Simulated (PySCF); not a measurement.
## Correlation energy of Ga (gallium, neutral)

[Ar] 3d10 4s2 4p1, 2P determinant. Calculation: PySCF 2.14, in def2-TZVPPD; no relativity, point nucleus. Frozen: [Ar] 3d10; 3 electrons correlated.

| level | correlation energy (mhartree) |
| --- | --- |
| CCSD | -46.96 |
| (T) | -0.87 |
| CCSD(T) | -47.83 |
| CCSDT | -48.13 |

Diagnostics: T1 = 0.014, D1 = 0.0324, largest double amplitude 0.094.

Question: Is a single reference adequate?

Answer: Mostly. T1 lies below 0.03, but a double amplitude of this size points to a near-degeneracy that CCSD handles and MP2 describes poorly.
